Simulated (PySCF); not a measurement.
Si(H)(F)(OH)(OMe) (CH5FO2Si), SMILES CO[SiH](O)F. Heavy atoms are numbered as in [SiH:1]([OH:2])([F:3])[O:4][CH3:5]. Hydrogens are named by the atom that carries them.

The structure is a stationary point at PBE0-D3(BJ)/def2-SVP. This is a generated structure with no PubChem entry under its InChIKey; it may be hypothetical. Other conformers were not sampled.

All values below come from PBE/pcSseg-1 (PySCF).

GIAO shieldings, no solvent; atoms alike by connectivity are averaged. δ = σ(ref) − σ: ²⁹Si against TMS (σ = 335.4 ppm); ¹⁷O against H2O (σ = 334.3 ppm); ¹⁹F against CFCl3 (σ = 133.6 ppm); ¹³C against TMS (σ = 182.0 ppm); ¹H against TMS (σ = 31.49 ppm), references at their B3LYP-D3(BJ)/def2-TZVP geometries, non-relativistic.

Computed chemical shifts:
```csv
nucleus,atoms,count,δ (ppm)
²⁹Si,Si1 (SiH),1,-53.3
¹⁷O,O2 (OH),1,63.7
¹⁷O,O4,1,49.8
¹⁹F,F3,1,-164.6
¹³C,C5 (CH3),1,54.9
¹H,H on Si1,1,4.79
¹H,H on C5,3,4.08
¹H,H on O2,1,2.35
```
